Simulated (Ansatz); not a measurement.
Reaction (redistribution): `BN[SiH](O)F` + `[CH3][GaH2]` → `BN[SiH2]F` + `O[CH2][GaH2]`

Calculated with Ansatz (gas phase, PBE0-D4/def2-TZVP geometries, no zero-point term in ΔE). CBS: MP2 limit from def2 TZ/QZ plus the TZ coupled-cluster correction, frozen cores. DFT in def2-TZVPP. For Ga outer-core shells are correlated without core-valence functions, which leaves a few kJ/mol of doubt a bond. Scalar relativity is left out up to krypton. One conformer a species, not always the lowest.

| level | ΔE (kcal/mol) |
| --- | --- |
| PBE0-D4 | 56.1 |
| r2SCAN0-D4 | 59.1 |
| ωB97X-V | 55.8 |
| r2SCAN | 58.3 |
| LC-ωPBE | 56.6 |
| HF/def2-TZVPP | 57.6 |
| SCS-MP2/def2-QZVPP | 57.9 |
| MP2/CBS(def2) | 59.8 |

Q: What does CCSD(T)/CBS give? (An estimate is asked.)

A: The calculation gave: +57.8 kcal/mol. The listed levels differ from it by -1.7, 1.3, -2.0, 0.5, -1.2, -0.2, 0.1, 2.0 kcal/mol.

Largest T1 diagnostic among the species: 0.012.

From BLYP to BHLYP (50 % exact exchange), in def2-TZVPP and without D4, ΔE moves by +3.4 kcal/mol. At CCSD(T), def2-SVP lies −6.2 kcal/mol from the extrapolated value and def2-TZVPP −0.6 kcal/mol.

CCSD(T)/CBS has its own doubt, a few kJ/mol and more with outer-core shells, so smaller differences from it don't rank the levels.
